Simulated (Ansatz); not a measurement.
```yaml
crystal:
  periodic: [false, false, false]
  atoms:
    - {symbol: Cu, position_ang: [1.809259, -0.275613, -1.034087]}
    - {symbol: Cu, position_ang: [0.887365, -1.299974, 0.930335]}
    - {symbol: Cu, position_ang: [0.778561, 1.281527, 0.761217]}
    - {symbol: Cu, position_ang: [-1.517282, -0.561498, 0.676598]}
    - {symbol: Cu, position_ang: [-0.549590, 0.677409, -1.263891]}
    - {symbol: Se, position_ang: [-2.599206, 1.277268, 1.490494]}
    - {symbol: Se, position_ang: [-0.683731, -2.513157, -0.301903]}
    - {symbol: Se, position_ang: [-1.044728, 2.566077, 0.028576]}
    - {symbol: Se, position_ang: [2.774733, 0.090129, 1.102473]}
    - {symbol: Se, position_ang: [0.144619, -1.242167, -2.389802]}
basis:
  gaussian: {orbitals: def2-TZVPD, initial_orbitals: start.molden}
total_charge: -1
hamiltonian: {xc: pbe0, dispersion: d4}
scf: {omitted_lower_state_checks: [starts]}
output: {forces: true, orbitals: {seedname: orbitals}}
```

The file start.molden holds the orbitals of an earlier run on this structure, at another level or in another basis.

```sh
$ ansatz run in.yaml --threads 6 --pin off --events-out ev --progress --plain --max-ram 7833MiB
```

Question: Does this run fit into the memory that it is given?

Answer: No. It has 525 basis functions, and Ansatz plans for 12 GiB where 8 GiB are given.
